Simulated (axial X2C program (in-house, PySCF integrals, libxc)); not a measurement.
## Curves of MoSH⁺ from open-shell CI on d4 s0 p(π)0

Calculated with an axial X2C code built on PySCF integrals: two-component X2C with atomic mean-field Coulomb and Gaunt terms, basis Mo dyall-v3z, S dyall-v3z, H dyall-v3z (cores contracted in-house). Orbitals come from Hartree–Fock averaged over the configuration Mo d4 s0 p(π)0; CI then distributes these electrons over the d, s, p(π) shells of Mo.

Scan along the Mo–S bond with SH moving as one mass, its bond held at 1.340 Å; masses Mo 97.905 u, S 31.972 u, H 1.008 u. Energies in cm⁻¹ from the lowest point; levels are followed by energy order within each Ω. Lowest level at 2.252 Å: 100% d4.

```tsv
R (Å)	(1)Ω=1	(1)Ω=0	(2)Ω=0	(2)Ω=1	(1)Ω=2
2.094	1838	1920	2037	2156	2347
2.173	358	423	572	678	868
2.252	0	42	235	325	512
2.342	592	608	859	929	1105
2.432	1928	1922	2229	2283	2440
2.533	4085	4060	4422	4462	4593
2.657	7310	7275	7674	7706	7813
```

Problem. Fit the curves (1)Ω=1, (1)Ω=0, (2)Ω=0, (2)Ω=1, (1)Ω=2 near their minima.

Solution. From the open-shell CI curves, Te from the lowest:

| level | Te (cm⁻¹) | Re (Å) | ωe (cm⁻¹) |
| --- | --- | --- | --- |
| (1)Ω=1 | 0 | 2.243 | 428.9 |
| (1)Ω=0 | 45 | 2.245 | 426.8 |
| (2)Ω=0 | 232 | 2.240 | 432.2 |
| (2)Ω=1 | 324 | 2.242 | 430.7 |
| (1)Ω=2 | 512 | 2.243 | 428.9 |

Without dynamic correlation distances can be off by several hundredths of an Å (long for ionic bonds, short for multiple bonds) and the wavenumbers are rough.

The 5 lowest curves are shown; the next is (1)Ω=3, from 761 cm⁻¹.

There is no dynamic correlation: spin–orbit spacings and, for f shells, spacings inside one term are the most reliable numbers, splittings between terms come out too wide, and energies between configurations are not reliable, so the lowest level need not be the ground state of the molecule. For d shells the ligand-field splittings (σ, π, δ) and their order can be off by a thousand cm⁻¹ or more. At most 4 roots were kept for each Ω > 0 (twice that for Ω = 0) within 3.2 eV of the lowest, so higher up levels can be missing between those listed; levels with Ω > 0 are doubly degenerate and listed once, Ω = 0 levels singly. Some active spinors are only partly of the character that their shell is named for, so the shell names and counts are nominal. States that fill the shells left empty in the average are placed too high. The molecule was held linear; bending was not examined. Hydrosulfides and their kin are strongly bent in nature, so this linear model does not describe the real molecule.
